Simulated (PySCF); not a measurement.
Compound: C₇H₁₀OSi.
Z-matrix (Å and degrees, GFN2-xTB geometry), rows numbered from 1:
```
C 
O   1  1.3924
Si  2  1.6222  1  127.60
C   3  1.8770  2  103.16  1  -179.75
C   4  1.3909  3  122.87  2     0.78
C   5  1.3835  4  121.08  3   179.83
C   6  1.3843  5  120.02  4    -0.03
C   7  1.3853  6  119.67  5     0.03
C   8  1.3825  7  119.93  6    -0.02
H   1  1.0923  2  111.04  3    53.50
H   1  1.0908  2  108.19  3   173.40
H   1  1.0927  2  110.73  3   -67.03
H   3  1.4708  2  110.94  1   -59.93
H   3  1.4703  2  111.40  1    60.17
H   5  1.0797  4  118.97  3    -0.23
H   6  1.0811  5  120.02  4  -179.99
H   7  1.0807  6  120.20  5  -179.94
H   8  1.0808  7  119.98  6   179.99
H   9  1.0808  4  119.03  3     0.14
```

NICS is the negative of the GIAO shielding at a point without a nucleus: at the ring centre (0) and 1 Å above and below it (1); zz is the component along the ring normal. Level: GIAO PBE0/pcSseg-1 (PySCF, non-relativistic, gas phase) on the GFN2-xTB geometry, one conformer.

Ring bond lengths (Å), with Mayer bond orders in brackets: C4–C5 1.391 (1.43), C5–C6 1.384 (1.43), C6–C7 1.384 (1.43), C7–C8 1.385 (1.43), C8–C9 1.383 (1.45), C9–C4 1.391 (1.41).

Problem. What do the NICS probes read (ppm)?

Solution. 
```json
{"ring": "C4–C5–C6–C7–C8–C9", "type": "6-membered carbocycle; formal bonds all aromatic", "NICS(0)": "-7.9", "NICS(1), two faces": "-11.4 / -11.4", "NICS(1)zz, two faces": "-29.1 / -29.0", "rms pucker (Å)": "0.00", "centre to ring atoms, mean (Å)": "1.39"}
```

Problem. What do they say, and how far can they be read as aromaticity?

Solution. 
- C4–C5–C6–C7–C8–C9: mean NICS(1)zz -29.0 ppm, shielded, aromatic by this magnetic criterion (flat ring, no four-coordinate atom).

Problem. What does the geometric index give? Use HOMA with the parameters of Krygowski (1993).

Solution. 
- C4–C5–C6–C7–C8–C9: HOMA 1.00 = 1 − EN − GEO, with mean bond length 1.386 Å, EN = α(Ropt − mean)² = 0.001 and GEO = α × variance = 0.003. The geometric and the magnetic index point the same way.

Problem. What is the mean of the two in-plane components of NICS at the second NICS(1) probe listed for ring C4–C5–C6–C7–C8–C9, 1 Å off the ring?

Solution. The isotropic value is a third of the trace: (3 × -11.4 − (-29.0))/2 = -2.6 ppm.

Problem. Give the inner angles of the rings and the Hirshfeld charges of the ring atoms.

Solution. 
- C4–C5–C6–C7–C8–C9: C4 118.1° (-0.098 e), C5 121.1° (-0.044 e), C6 120.0° (-0.049 e), C7 119.7° (-0.045 e), C8 119.9° (-0.050 e), C9 121.2° (-0.049 e); sum 720.0° against 720° for a flat convex ring.

Problem. What are the shieldings of the ring atoms and their hydrogens in the same run (means over atoms taken as equivalent)?

Solution. 
| atoms | environment | σ isotropic (ppm) | principal values of the symmetric part, first atom (ppm) |
| --- | --- | --- | --- |
| C4 | substituted aromatic carbon | 49.9 | -48.2, 12.5, 185.4 |
| C5 (×2) | aromatic CH carbon | 47.6 | -69.8, 26.9, 183.0 |
| C6 (×2) | aromatic CH carbon | 54.0 | -59.8, 41.7, 178.5 |
| C7 | aromatic CH carbon | 51.5 | -59.9, 36.2, 178.2 |
| H15 (×2) | aromatic hydrogen | 23.89 | 18.8, 22.5, 29.7 |
| H16 (×2) | aromatic hydrogen | 24.06 | 20.5, 24.2, 27.3 |
| H17 | aromatic hydrogen | 24.06 | 20.8, 24.5, 26.9 |
